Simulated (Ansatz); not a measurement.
Start from `CS[SiH2][SeH]` and change one atom or group to get `CS[SiH2]BO`.

Ansatz, PBE0-D4/def2-TZVP geometries, multiplicity 1. Each molecule was computed in one conformer, which needn't be the lowest.

Scalar relativity is left out up to krypton.

| property | `CS[SiH2][SeH]` |
| --- | --- |
| HOMO–LUMO gap (B3LYP/def2-TZVPP) / eV | 6.26 |
| size of the dipole moment (PBE/def2-TZVPP) / D | 1.63 |
| HOMO–LUMO gap (PBE/def2-TZVPP) / eV | 4.70 |
| HOMO energy (PBE0/def2-TZVPP) / eV | -7.00 |
| HOMO–LUMO gap (PBE0/def2-TZVPP) / eV | 6.73 |
| LUMO energy (B3LYP/def2-TZVPP) / eV | -0.51 |

Q: Give the same properties after the change, and the shifts. (Estimate.)

A: Computed: 
```
                                      property  `CS[SiH2]BO`  shift
         HOMO–LUMO gap (B3LYP/def2-TZVPP) / eV          4.92  -1.34
size of the dipole moment (PBE/def2-TZVPP) / D          2.17   0.54
           HOMO–LUMO gap (PBE/def2-TZVPP) / eV          3.22  -1.48
            HOMO energy (PBE0/def2-TZVPP) / eV         -6.74   0.26
          HOMO–LUMO gap (PBE0/def2-TZVPP) / eV          5.32  -1.41
           LUMO energy (B3LYP/def2-TZVPP) / eV         -1.60  -1.09
```

With PBE0 the HOMO rises by 0.26 eV and the LUMO falls by 1.13 eV, so the gap narrows by about 1.39 eV. PBE moves the HOMO by 0.30 eV and ωB97M-V by 0.25 eV. Dipoles are sizes alone; their direction can turn.

B3LYP here is the variant with VWN-RPA as its local correlation; programs differ in this.

Spin–orbit coupling is left out; it splits and shifts lone-pair levels of the heavy atoms by tenths of an eV.
